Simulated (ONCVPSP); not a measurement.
Reading a pseudo-wave (Rh)

Columns: radius, all-electron u(r) and pseudo u(r) of the 4p shell (level -50.38 eV) of rhodium in the configuration [Ar] 3d10 4s2 4p6 4d8 5s1; PBEsol, scalar-relativistic, ONCV scheme, ONCVPSP 4.0.1.

```
r (bohr)  all-electron  pseudo
   0.098        0.3161  0.0314
   0.195       -0.3262  0.1199
   0.292       -0.5873  0.2540
   0.390       -0.3569  0.4184
   0.488        0.0713  0.5916
   0.585        0.4826  0.7521
   0.682        0.7943  0.8854
   0.780        0.9900  0.9812
   0.878        1.0813  1.0329
   0.975        1.0935  1.0413
   1.072        1.0530  1.0125
   1.170        0.9796  0.9540
   1.268        0.8893  0.8757
   1.365        0.7939  0.7878
   1.463        0.6985  0.6963
   1.560        0.6091  0.6085
   1.658        0.5262  0.5260
   1.755        0.4523  0.4522
   1.852        0.3869  0.3869
   1.950        0.3291  0.3291
   2.047        0.2795  0.2794
   2.145        0.2363  0.2362
   2.242        0.1996  0.1996
   2.340        0.1681  0.1680
   2.438        0.1413  0.1412
   2.535        0.1188  0.1188
```

**Question.** How many radial nodes do the two functions have?

**Answer.** The all-electron 4p function has n − l − 1 = 2; the pseudo-wave has 0, since the states of the same l below it are removed with the core.

**Question.** At about which radius was the pseudo-wave matched?

**Answer.** 1.80 bohr. The columns agree to 0.0005 from 1.66 bohr on; several derivatives are matched, so the curves merge somewhat inside the radius.

**Question.** Where does each function peak?

**Answer.** Outermost all-electron maximum near 0.97 bohr, pseudo maximum near 0.97 bohr (to the table’s step).

**Question.** Is the pseudo-wave norm-conserving?

**Answer.** Yes: the ONCV scheme keeps the norm inside the radius equal to the all-electron one, which fixes the energy derivative of the logarithmic derivative at the level.
